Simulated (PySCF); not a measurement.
A structure optimised at B3LYP-D3(BJ)/def2-SVP, used in a PySCF frequency run:

```xyz
15

C      1.6021     1.2732     1.1813
C      1.1112     0.6715     0.0947
C      0.0512    -0.4089     0.1013
N      0.5579    -1.7009    -0.3866
C     -1.1346     0.0110    -0.7316
C     -2.3469     0.2991    -0.2564
H      2.3900     2.0287     1.1166
H      1.2274     1.0318     2.1819
H      1.5038     0.9358    -0.8972
H     -0.2881    -0.5532     1.1414
H      0.8215    -1.6181    -1.3709
H      1.4181    -1.9345     0.1117
H     -0.9434     0.0958    -1.8104
H     -2.5721     0.2292     0.8127
H     -3.1602     0.6152    -0.9152
```
Charge 0, spin multiplicity 1.

### Question
Write its SMILES and formula.

### Answer
C=CC(N)C=C, C₅H₉N

### Question
What are its rotational constants (standard atomic weights)?

### Answer
4.8547, 2.5651, 1.8851 GHz
